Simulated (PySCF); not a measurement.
## As²⁺: excitation energy

As²⁺ [Ar] 3d10 4s2 4p1 (2P) → As²⁺ [Ar] 3d10 4s1 4p2 (4P), as a difference of total energies. Calculation: PySCF 2.14, in def2-TZVPPD (7s5p5d1f, 54 functions); the non-relativistic Hamiltonian (point nucleus). Correlated levels: valence: [Ar] 3d10 frozen. The calculations carry no spin-orbit coupling.

```tsv
method	excitation energy (cm⁻¹)
UHF	48450
MP2 (valence)	55409
SCS-MP2 (valence)	58003
CCSD (valence)	57781
CCSD(T) (valence)	57935
```

A first-order spin-orbit estimate (lowest level to lowest level, LS coupling) adds 0.023 eV.
